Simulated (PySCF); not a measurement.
Si(Cl)2(F)(SiH3) (Cl₂FH₃Si₂), SMILES F[Si]([SiH3])(Cl)Cl.

Coordinates come from a r2SCAN-D4/def2-SVP optimisation. The structure was generated by enumeration, and PubChem lists no compound with its InChIKey, so it may never have been made.

These are TDDFT-PBE/def2-SVPD (PySCF) values and carry that method's errors.

Vertical excitations. Isolated molecule, no solvent. State labels are in the subgroup Cs.

| state | symmetry | energy (eV) | λ (nm) | f | main pairs |
|---|---|---|---|---|---|
| S1 | A' | 6.51 | 190 | 0.050 | HOMO→LUMO 89 % |
| S2 | A" | 6.70 | 185 | 0.001 | HOMO−1→LUMO 69 %, HOMO→LUMO+1 28 % |
| S3 | A' | 6.76 | 183 | 0.108 | HOMO→LUMO+2 89 % |
| S4 | A" | 6.78 | 183 | 0.025 | HOMO→LUMO+1 44 %, HOMO−2→LUMO 30 %, HOMO−1→LUMO 17 % |
| S5 | A' | 6.95 | 178 | 0.027 | HOMO−1→LUMO+1 88 % |
| S6 | A" | 7.00 | 177 | 0.015 | HOMO−2→LUMO 51 %, HOMO−1→LUMO+2 37 %, HOMO→LUMO+1 9 % |
| S7 | A" | 7.06 | 176 | 0.041 | HOMO−1→LUMO+2 56 %, HOMO−2→LUMO 17 %, HOMO→LUMO+1 10 %, HOMO−1→LUMO 8 % |
| S8 | A' | 7.19 | 172 | 0.047 | HOMO−2→LUMO+1 68 %, HOMO−3→LUMO 22 % |
| S9 | A" | 7.33 | 169 | 0.020 | HOMO−2→LUMO+2 83 % |
| S10 | A' | 7.34 | 169 | 0.015 | HOMO→LUMO+3 92 % |
| T1 | A' | 5.76 | 215 | 0 | HOMO→LUMO 98 % |
| T2 | A" | 5.97 | 208 | 0 | HOMO→LUMO+1 98 % |
| T3 | A' | 6.23 | 199 | 0 | HOMO→LUMO+2 97 % |
| T4 | A" | 6.46 | 192 | 0 | HOMO−1→LUMO 97 % |
Triplets are in the Tamm–Dancoff approximation, which puts them higher than full response would, so one can lie above its singlet here.
